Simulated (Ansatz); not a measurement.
Reaction (ligand exchange at the Nb–O bond): `[CH3][Nb]([OH])([F])=[S]` + H–F → `[CH3][Nb]([F])([F])=[S]` + H₂O

Calculated with Ansatz (gas phase, PBE0-D4/def2-TZVP geometries, no zero-point term in ΔE). CBS: MP2 limit from def2 TZ/QZ plus the TZ coupled-cluster correction, frozen cores. This one scheme is used for every species. DFT in def2-TZVPP. HSE06 is defined as in plane-wave codes. Elements past krypton have def2 core potentials. For Nb outer-core shells are correlated without core-valence functions, which leaves a few kJ/mol of doubt a bond. One conformer a species, not always the lowest.

Q: Is it downhill or uphill in electronic energy at CCSD(T)/CBS, and by how much? (Estimate.)

A: Ansatz gave: Downhill: ΔE = -5.1 kcal/mol.

Q: What do these levels give: LDA (SPW92), BLYP-D4, r2SCANh-D4, HSE06-D4, ωB97M-V, PBE-QIDH, HSE06, CAM-B3LYP, HF/def2-SVP, CCSD/def2-SVP, CCSD/def2-TZVPP, SCS-MP2/def2-QZVPP? (Best estimate.)

A: The calculation gave: LDA (SPW92) -5.5, BLYP-D4 -7.0, r2SCANh-D4 -6.7, HSE06-D4 -5.9, ωB97M-V -6.4, PBE-QIDH -5.3, HSE06 -6.4, CAM-B3LYP -7.1, HF/def2-SVP -6.1, CCSD/def2-SVP -5.4, CCSD/def2-TZVPP -5.2, SCS-MP2/def2-QZVPP -5.2 kcal/mol.

Largest T1 diagnostic among the species: 0.023, so the coupled-cluster value is less sure than usual.

From PBE to PBE0 (25 % exact exchange), in def2-TZVPP and without D4, ΔE moves by +0.9 kcal/mol. Leaving LDA and LC-ωPBE aside and taking each functional with its dispersion term where it has one, the values, not all of them listed here, spread over 2.5 kcal/mol, from B97M-V to PBE-QIDH. LDA lies +1.8 kcal/mol from PBE without D4. The D4 term adds +0.8 kcal/mol with B3LYP and +0.5 kcal/mol with PBE0; it sums over pairs of atoms, weighted by their polarisabilities, and B3LYP, whose exchange is more repulsive, gets the larger term.

B3LYP here is the variant with VWN-RPA as its local correlation; programs differ in this.
